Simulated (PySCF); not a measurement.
# Computed properties of 1-bromo-1,1-difluoroethane (C2H3BrF2), SMILES CC(F)(F)Br

1-bromo-1,1-difluoroethane (C2H3BrF2), SMILES FC(F)(Br)C. The structure is a stationary point at PBE0-D3(BJ)/def2-SVP. One conformer was computed; it need not be the lowest. All values are computed for the isolated molecule unless a solvent is named; none is compared with measurement here.

**Structure.** The optimised structure has Cs symmetry. All 18 harmonic modes at PBE0-D3(BJ)/def2-SVP (PySCF) are real, so it is a minimum. With heavy atoms numbered as in [CH3:1][C:2]([F:3])([F:4])[Br:5], the shortest bond between them is C2–F4 at 1.336 Å and the longest C2–Br5 at 1.963 Å.

**Vibrations.** The strongest infrared lines (harmonic, unscaled, degenerate partners summed) lie at 1122 cm⁻¹ (220 km/mol, C 58 %, H 40 %), 1262 cm⁻¹ (191 km/mol, C 70 %, F 16 %, H 14 %), 1269 cm⁻¹ (124 km/mol, C 64 %, H 23 %, F 13 %). The softest mode is at 255 cm⁻¹ and the zero-point energy is 31.7 kcal/mol.

**Electronic structure.** M06-2X/def2-TZVP (PySCF) places the frontier levels at -9.84 and 0.46 eV, a gap of 10.30 eV, and gives a dipole moment of 2.20 D and a mean polarisability of 45.5 bohr³. PBE/def2-TZVP (PySCF) at the same geometry gives -7.18 and -1.47 eV, so its gap is 4.59 eV narrower. An orbital gap is neither the optical nor the fundamental gap.

**Excitations.** TDA-B3LYP/def2-SVPD (PySCF) has S1 at 6.10 eV (203 nm, f = 0.002, weak); the most intense of the 10 singlets computed lies at 8.30 eV (f = 0.24). T1 (TDA) is at 5.38 eV, 0.72 eV under S1. TDA-PBE/def2-SVPD (PySCF) puts S1 at 5.94 eV. No vertical singlet excitation falls in the visible range (under 3.1 eV).

**NMR.** GIAO shifts at HF/pcSseg-1 (PySCF) (non-relativistic, atoms alike by connectivity averaged): ¹³C from 34.2 to 123.1 ppm against TMS; ¹H at 2.4 ppm against TMS; ¹⁹F at -40.3 ppm against CFCl3. Without spin–orbit terms, shifts of atoms bonded to Cl or Br come out too high.
